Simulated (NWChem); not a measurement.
Molecule: C$_{3}$, singlet; SMILES [C]=C=[C]

All runs: NWChem. Low-valent species are run as closed-shell singlets; no triplet was tried in these runs. Structure relaxed at the B3LYP/6-31G* (spherical d) level. Level: M06-2X/def2-SVP with SMD (1 M gas to 1 M solution), gas-phase geometry.

```json
[
 {"solvent": "water", "dielectric constant": "78.4", "solvation free energy (kcal/mol)": "4.0", "cavity-dispersion-structure term (kcal/mol)": "6.2"},
 {"solvent": "ethyl acetate", "dielectric constant": "5.99", "solvation free energy (kcal/mol)": "1.4", "cavity-dispersion-structure term (kcal/mol)": "…"},
 {"solvent": "1-propanol", "dielectric constant": "20.5", "solvation free energy (kcal/mol)": "2.8", "cavity-dispersion-structure term (kcal/mol)": "4.8"},
 {"solvent": "diethyl ether", "dielectric constant": "4.24", "solvation free energy (kcal/mol)": "1.1", "cavity-dispersion-structure term (kcal/mol)": "2.7"}
]
```

Question: What belongs in the gaps?

Answer: 
- ethyl acetate, cavity-dispersion-structure term (kcal/mol): 3.2
